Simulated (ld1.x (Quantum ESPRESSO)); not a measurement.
**Mg (Z = 12), RRKJ: configuration errors across variants**

ld1.x (Quantum ESPRESSO) 7.5 input, shortened:

```
&input
   title='Mg', zed=12., rel=0, dft='PZ', iswitch=3,
   config='[Ne] 3s1 3p0 3d-2'
 /
 &inputp
   pseudotype=2, tm=.false., lloc=-1, rcloc=1.25,
   nlcc=.false.
 /
3
3S  1  0   1.00   0.00  2.05  2.05  0.0
2P  2  1   6.00   0.00  1.20  1.20  0.0
3D  3  2  -2.00   0.30  2.05  2.05  0.0
 &test
   configts(1)='2p6 3s1 3p0'
 /
```

All-electron excitation energies from the reference (eV): (1) 2p6 3s0 3p0 15.024; (2) 2p6 3s0 3p2 -0.828; (3) 2p5 3s2 3p0 50.628; (4) 2p6 3s0 3p1 4.368; (5) 2p6 3s1 3p0 spin -0.320.

Spin tests fill each open shell by Hund’s rule, majority spin first.

Tests that are not counted but printed errors over 1 eV. “base”: 2p6 3s2 3p0 (pseudo-atom not self-consistent, printed error +104 eV); 2p6 3s1.5 3p0 (spin-polarised) (pseudo-atom not self-consistent, printed error -77.4 eV); 2 more. “wave 2p (bound): rc 1.20 bohr becomes 2p (bound): rc 0.78 bohr”: 2p6 3s1.5 3p0 (pseudo-atom not self-consistent, printed error +84.6 eV); 2p6 3s1.5 3p0 (spin-polarised) (pseudo-atom not self-consistent, printed error -64.9 eV); 2 more. “wave 2p (bound): rc 1.20 bohr becomes 2p (bound): rc 0.92 bohr”: 2p6 3s1.5 3p0 (pseudo-atom not self-consistent, printed error +98.0 eV); 2p6 3s1.5 3p0 (spin-polarised) (solver errors, printed error +4.1 eV); 1 more. “wave 2p (bound): rc 1.20 bohr becomes 2p (bound): rc 1.00 bohr”: 2p6 3s1.5 3p0 (pseudo-atom not self-consistent, printed error +14.5 eV); 2p6 3s1.5 3p0 (spin-polarised) (pseudo-atom not self-consistent, printed error +25.1 eV). “wave 2p (bound): rc 1.20 bohr becomes 2p (bound): rc 1.10 bohr”: 2p6 3s1.5 3p0 (solver errors, printed error -724 eV); 2p6 3s2 3p0 (pseudo-atom not self-consistent, printed error -17.4 eV); 2 more.

Errors AE − PS in meV (a dash: test not solved or not reliable):

```tsv
change	(1)	(2)	(3)	(4)	(5)	bound ghosts
base	+23	-158	+340	-120	+9.5	none
wave 2p (bound): rc 1.20 bohr becomes 2p (bound): rc 0.78 bohr	+22	-78	-33	-57	+9.6	none
wave 2p (bound): rc 1.20 bohr becomes 2p (bound): rc 0.92 bohr	+23	-90	+40	-66	+9.6	none
wave 2p (bound): rc 1.20 bohr becomes 2p (bound): rc 1.00 bohr	+23	-100	+93	-74	+9.5	none
wave 2p (bound): rc 1.20 bohr becomes 2p (bound): rc 1.10 bohr	+23	-122	+194	-91	+9.6	none
wave 2p (bound): rc 1.20 bohr becomes 2p (bound): rc 1.24 bohr	+23	-170	+386	-129	+9.5	none
wave 2p (bound): rc 1.20 bohr becomes 2p (bound): rc 1.32 bohr	+23	-216	+545	-165	+9.4	none
wave 2p (bound): rc 1.20 bohr becomes 2p (bound): rc 1.58 bohr	+23	-396	+1077	-303	+9.0	none
wave 2p (bound): rc 1.20 bohr becomes 2p (bound): rc 1.70 bohr	+22	-515	+1377	-394	+8.5	none
wave 2p (bound): rc 1.20 bohr becomes 2p (bound): rc 1.78 bohr	+21	-561	+1487	-430	+8.1	none
```

(1) Give the same row for: wave 2p (bound): rc 1.20 bohr becomes 2p (bound): rc 1.46 bohr.

Results:

(1) +23, -304, +820, -233, +9.3; bound ghosts: none. Not counted: 2p6 3s2 3p0 (solver errors, printed error -657 eV); 2p6 3s1.5 3p0 (pseudo-atom not self-consistent, printed error +16.6 eV); 1 more.
